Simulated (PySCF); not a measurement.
Some computed properties have been withheld. Give your best values.

C6H9FSi.
Cartesian coordinates in Å at the GFN2-xTB level; atoms count from 1:
```xyz
17
C6H9FSi angstrom
C      3.714    0.445    0.122
C      2.356    0.039   -0.151
C      1.219   -0.297   -0.375
Si    -0.511   -0.816   -0.726
C     -1.596   -0.991    0.843
C     -2.206    0.393    0.585
F     -3.582    0.403    0.712
C     -1.742    0.645   -0.855
H      4.369    0.114   -0.683
H      4.053    0.004    1.059
H      3.769    1.530    0.201
H     -0.578   -1.871   -1.738
H     -1.130   -1.094    1.819
H     -2.364   -1.757    0.758
H     -1.837    1.150    1.283
H     -2.563    0.462   -1.546
H     -1.376    1.653   -1.033
```

```csv
property,level,value
"rotational constants A, B, C of the GFN2-xTB geometry",GFN2-xTB,?
dipole moment,PBE0/pcSseg-1,3.22 D
HOMO energy,PBE0/pcSseg-1,?
LUMO energy,PBE0/pcSseg-1,?
13C chemical shifts (computed TMS as zero) by class,GIAO PBE0/pcSseg-1,?
1H chemical shifts (computed TMS as zero) by class,GIAO PBE0/pcSseg-1,?
"isotropic shieldings of nuclei other than C and H, by class",GIAO PBE0/pcSseg-1,?
```

Gas-phase values; electronic properties from PySCF, density fitting. The structure is a single GFN2-xTB conformer in the gas phase; no vibrational or solvent corrections.

Q: Give the 13C chemical shifts (computed TMS as zero) by class.

A: 116.1 (C2), 90.4 (C6), 84.0 (C3), 27.9 (C5/C8), 6.0 (C1) ppm.

Q: What are the isotropic shieldings of nuclei other than C and H, by class?

A: 330 (F7), 413 (Si4) ppm.

Q: What is the LUMO energy?

A: -0.16 eV.

Q: The 1H chemical shifts (computed TMS as zero) by class?

A: 5.40 (H15), 4.98 (H12), 2.12 (H9/H10/H11), 2.06 (H13/H17), 1.92 (H14/H16) ppm.

Q: Give the HOMO energy.

A: -7.56 eV.

Q: What are the rotational constants A, B, C of the GFN2-xTB geometry?

A: 4.451, 0.700, 0.684 GHz.

The rotational constants are those of a nearly prolate symmetric top. The dipole equals about 10.7 × 10⁻³⁰ C·m (1 D = 3.33564 × 10⁻³⁰ C·m). With B = h/(8π²I), that is 505.379 GHz u Å² over I, the principal moments of inertia are 113.5, 721.8 and 738.9 u Å² (most abundant isotopes); the inertial defect Ic − Ia − Ib is -96.4 u Å² (zero for a rigid planar frame, negative otherwise).
